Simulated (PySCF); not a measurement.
**Identify the compound**

The spectra below were simulated for a compound C6H9N.

1H NMR (500 MHz, computed): δ 8.21 (qd, J = 3.0, 1.4 Hz, 1H), 6.47 (dd, J = 19.1, 12.0 Hz, 1H), 5.54 (dd, J = 19.1, 1.0 Hz, 1H), 5.52 (dd, J = 2.1, 1.1 Hz, 1H), 5.50 (dt, J = 12.0, 1.4 Hz, 1H), 5.10 (qd, J = 1.7, 1.0 Hz, 1H), 3.52 (d, J = 3.0 Hz, 3H).

13C{1H} NMR (computed): δ 166.2 (CH), 147.1 (C), 145.0 (CH), 127.2 (CH2), 125.5 (CH2), 43.1 (CH3).

[PySCF 2.14: geometry from PBE0-D3(BJ)/def2-SVP; GIAO PBE0/pcSseg-1 shieldings; couplings computed with B3LYP/pcJ-1 (spin–dipole term only in couplings to heteroatoms); equivalent nuclei averaged; single conformer; gas phase; no relativistic terms]

References, each an isolated molecule treated in the same way: 1H, 13C against TMS.

Question: Deduce the structure.

Answer: 
Rings plus π bonds: 3 (no ring in the answer). 6 carbon signals for 6 carbons: no two carbons are equivalent. Carbon types of the structure: 1 × C, 2 × CH, 2 × CH2, 1 × CH3, which accounts for all hydrogens. δC 166.2: C=N carbon. δC 147.1: fully substituted alkene carbon; the olefinic region. δC 145.0: alkene CH; an sp2 carbon of a C=C bond. δC 127.2, 125.5: terminal =CH2 carbon; as expected for a trigonal carbon in a double bond. δH 6.47: hydrogen on an alkene CH; a vinylic proton, deshielded by the sp2 carbon and the C=C anisotropy. δH 5.54, 5.52, 5.50, 5.10: hydrogen on a terminal =CH2 carbon; a vinylic proton, deshielded by the sp2 carbon and the C=C anisotropy. δH 3.52: hydrogen on a methyl carbon bonded to N; its carbon carries N, which withdraws density. The protons at 5.54 and 6.47 share a coupling of 19.1 Hz (vicinal, trans across C=C). The protons at 5.50 and 6.47 share a coupling of 12.0 Hz (vicinal, cis across C=C).

Structure: `C(/C(C=C)=C)=N/C`.

The data come from this structure; uniqueness wasn't tested.

Splittings below 1 Hz are ignored in the labels, and close J values are merged. Unscaled 3J(H,H) at this level run about 10 % above measured values. Shifts are as computed. Against solution values, carbons near 30 ppm lie about +2 ppm off and those near 130 ppm about +5 ppm. Of 1211 compounds with measured shifts, 218 miss one by over three times the rms of a fit or turn the order of signals round; such compounds aren't used in these exercises.
